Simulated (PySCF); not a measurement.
C2Si, SMILES [Si][C][C] (connectivity only; charge and spin as stated), neutral, multiplicity 1. Atoms are numbered in the order given.

```xyz
3

Si     0.0000     0.0000     1.0747
C      0.0000     0.0000    -0.6149
C      0.0000     0.0000    -1.8927
```
Charge 0, spin multiplicity 1.

Geometry: PBE0-D3(BJ)/def2-TZVP. A frequency run showed that this geometry is not a minimum.

These are KT2/pcSseg-2 run with PySCF values and carry that method's errors.

GIAO shieldings, no solvent; atoms alike by connectivity are averaged. δ = σ(ref) − σ: ²⁹Si against TMS (σ = 351.7 ppm); ¹³C against TMS (σ = 184.2 ppm), references at their B3LYP-D3(BJ)/def2-TZVP geometries, non-relativistic.

Computed chemical shifts:
```
nucleus  atoms  count  δ (ppm)
-------  -----  -----  -------
²⁹Si       Si1      1    106.5
¹³C         C3      1    273.2
¹³C         C2      1    171.5
```
